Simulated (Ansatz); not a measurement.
Born–Oppenheimer molecular dynamics of C$_{2}$H$_{8}$N$_{2}$SSi (14 atoms, charge 0, multiplicity 1). It starts from a relaxed structure.

Theory: RKS PBE0-D4/STO-3G (Ansatz 0.2.0).

| Property | Result |
| --- | --- |
| ensemble | NVT, Langevin thermostat |
| time step | 1 fs |
| steps asked | 526 |
| set temperature | 1000 K |
| friction | 0.01 /fs |
| temperature schedule | 131 steps to 1000 K, then 394 steps to 250 K |
| seed | 619130 |

First frame:

```xyz
14
Properties=species:S:1:pos:R:3
C 1.020 -0.042 1.576
C 0.572 -0.536 0.198
N 0.720 -1.757 -0.248
Si -0.300 0.674 -0.964
N -1.731 1.250 -0.087
S -0.607 -0.418 -2.747
H 1.417 -0.864 2.188
H 0.171 0.421 2.102
H 1.800 0.727 1.471
H 1.213 -2.332 0.511
H 0.506 1.859 -1.166
H -2.465 0.503 -0.054
H -2.191 2.021 -0.627
H -0.138 -1.535 -2.122
```

(1) How far do the bonds stretch over the last three quarters of this one trajectory? (Pairs bonded in most of those frames.)

## Answers

(1) 
```tsv
bond	mean (Å)	spread (Å)	shortest	longest
C1–C2	1.552	0.054	1.42	1.70
C1–H7	1.108	0.038	1.00	1.22
C1–H8	1.110	0.047	1.02	1.23
C1–H9	1.108	0.037	1.03	1.21
C2–N3	1.316	0.030	1.25	1.38
C2–Si4	1.910	0.067	1.78	2.08
N3–H10	1.084	0.046	0.98	1.18
Si4–N5	1.758	0.047	1.64	1.87
Si4–S6	2.136	0.055	2.02	2.25
Si4–H11	1.455	0.034	1.38	1.53
N5–H12	1.047	0.038	0.96	1.14
N5–H13	1.046	0.030	0.97	1.12
S6–H14	1.360	0.042	1.27	1.46
```

Mean temperature of the second half: 596 K. The schedule's set-point averaged 498 K over the second half and the system 596 K, so it lags behind the ramp. A run of 0.53 ps of so small a system gives no equilibrium averages. Limits of this set-up: minimal basis.

Run time: 20 min on 1 thread of Intel(R) Xeon(R) Platinum 8375C CPU @ 2.90GHz (Ice Lake), with other jobs on the host, peak memory 0.12 GiB.
